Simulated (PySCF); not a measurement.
**Mayer bond orders and bond lengths**

Compound: C3H9NSi.
Atom-mapped SMILES: `[CH2:1]=[CH:2][CH2:3][SiH2:4][NH2:5]` (hydrogens: H6, H7 on C1; H8 on C2; H9, H10 on C3; H11, H12 on Si4; H13, H14 on N5)

Cartesian coordinates in Å at the GFN2-xTB level; atoms count from 1:
```
atom  x, y, z in Å
C1     2.1707   -0.0343    0.8906
C2     1.1904    0.5449    0.2194
C3     0.4652   -0.0642   -0.9235
Si4   -1.2551   -0.7120   -0.4058
N5    -2.1381    0.6617    0.1438
H6     2.5360   -1.0127    0.6229
H7     2.6542    0.4429    1.7264
H8     0.8505    1.5309    0.5128
H9     1.0447   -0.8902   -1.3341
H10    0.3357    0.6765   -1.7125
H11   -1.0702   -1.7904    0.5793
H12   -1.9945   -1.2102   -1.5670
H13   -3.1011    0.5429    0.4134
H14   -1.6892    1.3136    0.7672
```

Bond orders from the PBE0/pcSseg-1 density (PySCF). One conformer (not necessarily the lowest) at the GFN2-xTB geometry, without solvent, vibrations or thermal averaging.

Problem. Where do the orders between heavy atoms depart from those drawn in the SMILES?

Solution. The largest departure is 0.120, at C3–Si4 (drawn single, 0.880).

Problem. Set the Mayer orders of the bonds beside their lengths.

Solution. 
```tsv
bond	drawn as	length (Å)	Mayer order
C1–C2	double	1.322	1.971
C2–C3	single	1.484	1.046
C3–Si4	single	1.910	0.880
Si4–N5	single	1.723	1.045
C1–H6	single	1.078	0.957
C1–H7	single	1.077	0.955
C2–H8	single	1.084	0.954
C3–H9	single	1.089	0.950
C3–H10	single	1.090	0.935
Si4–H11	single	1.472	0.887
Si4–H12	single	1.464	0.924
N5–H13	single	1.007	0.951
N5–H14	single	1.008	0.947
```

By pair of heavy elements: C–C: lowest C2–C3 (1.046, 1.484 Å), highest C1–C2 (1.971, 1.322 Å).

Problem. Sum the orders of all bonds at each heavy atom with more than one neighbour and set the sums beside the valence in the SMILES.

Solution. C1 3.883 (drawn 4), C2 3.971 (drawn 4), C3 3.811 (drawn 4), Si4 3.736 (drawn 4), N5 2.943 (drawn 3). Orders between atoms that aren't bonded are not in these sums.

The Mayer order sums products of elements of PS (density times overlap matrix) between the two atoms' basis functions, so it depends on the basis set.
